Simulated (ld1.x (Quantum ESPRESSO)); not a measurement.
**Configuration tests for oxygen (O) (ultrasoft)**

* Element: O (Z = 8)
* Generator: ld1.x (Quantum ESPRESSO) 7.5
* Type: ultrasoft
* Functional: PBE
* Relativity: scalar-relativistic
* Frozen core: [He]
* Valence charge: 6
* Reference configuration: 2s2 2p4
* Partial waves: 2s (bound): rcut 0.70, rcutus 1.00 bohr; 2s channel at -1.45 Ry: rcut 0.70, rcutus 1.00 bohr; 2p (bound): rcut 0.95, rcutus 1.30 bohr; 2p channel at 3.45 Ry: rcut 0.95, rcutus 1.30 bohr; 3d channel at 0.05 Ry: rcut 1.05, rcutus 1.20 bohr
* Local potential: all-electron potential smoothed inside 1.00 bohr (lloc = -2)
* Core correction: none
* Augmentation charge: PSQ, inside the norm-conserving radii

Energies are relative to the spin-unpolarised reference configuration 2s2 2p4; without spin polarisation the order of configurations can differ from experiment.

Question: Give the all-electron excitation energy and the error of the potential for: 2s2 2p3; 2s2 2p2; 2s2 2p1; 2s1 2p5; 2s2 2p3.5; 2s0 2p6; 2s2 2p0.

Answer:

```csv
valence configuration,charge,ΔE all-electron (eV),error AE − PS (meV)
2s2 2p3,+1,16.431,+5.6
2s2 2p2,+2,50.017,+45
2s2 2p1,+3,103.886,+172
2s1 2p5,0,14.950,+4.5
2s2 2p3.5,+0.5,6.286,+0.7
2s0 2p6,0,29.937,+19
2s2 2p0,+4,180.791,+547
```

Levels in the configuration 2s2 2p2:

```
level  all-electron (eV)  pseudo (eV)
   2s            -58.346      -58.312
   2p            -43.242      -43.170
```
